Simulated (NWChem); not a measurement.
CH5FOSi2; SMILES F[Si@H]1CO[SiH2]1

```xyz
10

F      0.3160     2.1957    -0.4844
Si     0.0231     0.8934     0.4525
C     -1.4417    -0.2123    -0.1102
O     -0.7693    -1.4779    -0.1852
Si     0.9032    -1.2066    -0.0583
H     -0.0363     1.3975     1.8569
H     -2.2895    -0.2779     0.5934
H     -1.8486     0.0799    -1.0955
H      1.6372    -1.3949    -1.3465
H      1.5297    -2.0838     0.9748
```
Atoms are numbered in this order, from 1.

All runs: NWChem. Pople sets run with spherical d functions. Geometry: optimised at PBE0/def2-SVP. Vertical excitations in the gas phase; the lowest state need not have the same character in each row.

```tsv
level	lowest excitation, singlet (eV)	oscillator strength of that lowest state	lowest state with f > 0.02, singlet (eV)	oscillator strength of that bright state	orbital gap (eV)
PBE/6-31+G*, TDA	…	…	…	…	…
B3LYP/6-31+G*, TDA	5.69	0.022	5.69	0.022	6.67
Hartree-Fock/6-31+G*, CIS	6.76	0.060	6.76	0.060	12.11
```

### Question
Complete the blanks.

### Answer

- PBE/6-31+G*, TDA, lowest excitation, singlet (eV): 5.08
- PBE/6-31+G*, TDA, oscillator strength of that lowest state: 0.002
- PBE/6-31+G*, TDA, lowest state with f > 0.02, singlet (eV): 5.37
- PBE/6-31+G*, TDA, oscillator strength of that bright state: 0.026
- PBE/6-31+G*, TDA, orbital gap (eV): 4.91
